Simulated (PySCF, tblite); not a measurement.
Isomers of C7H17OP, one GFN2-xTB conformer each. Single-point energies are computed at PBE0/pcSseg-1 (PySCF, gas phase, no added dispersion term), electronic only.

```tsv
SMILES	GFN2-xTB relative energy (kJ/mol)
CCC(C)(C)P(C)CO	196.2
CCC[P@@](C)(=O)C(C)C	0.0
```

Conformers: `[CH3:1][CH2:2][C:3]([CH3:4])([CH3:5])[P:6]([CH3:7])[CH2:8][OH:9]` with C1–C2–C3–C4 179°, C2–C3–P6–C7 59°, C3–P6–C8–O9 65°, P6–C8–O9–H 56°; `[CH3:1][CH2:2][CH2:3][P@@:4]([CH3:5])(=[O:6])[CH:7]([CH3:8])[CH3:9]` with C1–C2–C3–P4 -173°, C2–C3–P4–C5 -77°, C3–P4–C7–C8 -176°.

What does PBE0/pcSseg-1 give for the same structures?

```tsv
SMILES	PBE0/pcSseg-1 E (Eh)	PBE0/pcSseg-1 (kJ/mol)	GFN2-xTB (kJ/mol)	point group
CCC[P@@](C)(=O)C(C)C	-692.98970	0.0	0.0	C1
CCC(C)(C)P(C)CO	-692.93928	132.4	196.2	C1
```

Both levels put the same isomer lowest. As drawn, the lower has a P=O bond, which the higher lacks; the higher has an O–H bond, which the lower lacks.

Which frontier levels, dipoles and rotational constants go with these structures?

```json
{"SMILES": "CCC[P@@](C)(=O)C(C)C", "HOMO (eV, PBE0/pcSseg-1)": "-7.27", "LUMO (eV)": "1.02", "dipole (D)": "3.82", "A, B, C (MHz)": "2223, 783.0, 715.5"}
{"SMILES": "CCC(C)(C)P(C)CO", "HOMO (eV, PBE0/pcSseg-1)": "-6.41", "LUMO (eV)": "0.71", "dipole (D)": "1.08", "A, B, C (MHz)": "1741, 1058, 883.2"}
```

What happens when harmonic zero-point energies from GFN2-xTB frequencies are added?

```csv
SMILES,ZPE (kJ/mol),electronic (kJ/mol),with ZPE (kJ/mol)
CCC[P@@](C)(=O)C(C)C,596.6,0.0,0.0
CCC(C)(C)P(C)CO,596.3,132.4,132.1
```

The zero-point energies span 0.3 kJ/mol. The order is unchanged.
